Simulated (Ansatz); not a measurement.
Geometry optimisation, Ansatz 0.2.0, RKS B3LYP-D4/def2-SVP.

The input (input.yaml):

```yaml
crystal:
  periodic: [false, false, false]
  atoms:
    - { symbol: Zn, position_ang: [-0.456179, 0.451719, -0.243123] }
    - { symbol: H, position_ang: [0.761515, -0.42179, 2.160284] }
    - { symbol: C, position_ang: [0.035386, -0.986783, -1.455647] }
    - { symbol: H, position_ang: [0.292734, 0.10524, 2.144097] }
    - { symbol: S, position_ang: [-1.149154, 2.105132, 1.125592] }
    - { symbol: H, position_ang: [-0.82609, -1.650863, -1.62704] }
    - { symbol: H, position_ang: [0.371321, -0.570912, -2.417635] }
    - { symbol: H, position_ang: [0.853942, -1.572845, -1.012289] }
    - { symbol: H, position_ang: [0.116525, 2.541102, 1.325662] }
basis:
  gaussian: { orbitals: def2-SVP }
hamiltonian:
  xc: b3lyp
  dispersion: d4
relax:
  f_tol: 0.03
  max_steps: 50
```

Command:

```bash
$ ansatz run input.yaml --threads 2 --pin off --max-ram 3072MiB --backend cpu --events-out ev --progress --plain --runs-dir out
```

**Question.** Where does it end, and by what steps?

**Answer.** It converged. The force dipped under the threshold on the way, but the program's further checks kept it going. After 12 steps the energy has fallen by 0.148 eV; H2 moved furthest, 0.82 Å.

```json
{"step": "0", "energy less start (eV)": "0.0000", "largest force component (eV/Å)": "1.904", "accepted": "yes"}
{"step": "1", "energy less start (eV)": "-0.1263", "largest force component (eV/Å)": "0.154", "accepted": "yes"}
{"step": "2", "energy less start (eV)": "-0.1368", "largest force component (eV/Å)": "0.105", "accepted": "yes"}
{"step": "3", "energy less start (eV)": "-0.1404", "largest force component (eV/Å)": "0.057", "accepted": "yes"}
{"step": "4", "energy less start (eV)": "-0.1397", "largest force component (eV/Å)": "0.246", "accepted": "no"}
{"step": "5", "energy less start (eV)": "-0.1424", "largest force component (eV/Å)": "0.045", "accepted": "yes"}
{"step": "6", "energy less start (eV)": "-0.1450", "largest force component (eV/Å)": "0.016", "accepted": "yes"}
{"step": "7", "energy less start (eV)": "-0.1454", "largest force component (eV/Å)": "0.227", "accepted": "yes"}
{"step": "8", "energy less start (eV)": "-0.1470", "largest force component (eV/Å)": "0.053", "accepted": "yes"}
{"step": "9", "energy less start (eV)": "-0.1474", "largest force component (eV/Å)": "0.004", "accepted": "yes"}
{"step": "10", "energy less start (eV)": "-0.1479", "largest force component (eV/Å)": "0.034", "accepted": "yes"}
{"step": "11", "energy less start (eV)": "-0.1480", "largest force component (eV/Å)": "0.039", "accepted": "yes"}
{"step": "12", "energy less start (eV)": "-0.1481", "largest force component (eV/Å)": "0.027", "accepted": "yes"}
```

```xyz
9
Properties=species:S:1:pos:R:3
Zn -0.525 0.464 -0.383
H 0.896 -0.508 2.966
C -0.013 -0.940 -1.633
H 0.432 0.003 2.637
S -1.141 2.041 1.035
H -0.856 -1.629 -1.805
H 0.284 -0.513 -2.604
H 0.833 -1.525 -1.237
H 0.091 2.606 1.023
```

Whether the end is a true minimum wasn't checked by a vibrational analysis.

Time of the run: 12 s on 2 threads of AMD EPYC 9R45 96-Core Processor (Zen 5), on a shared host, peak memory 0.21 GiB.
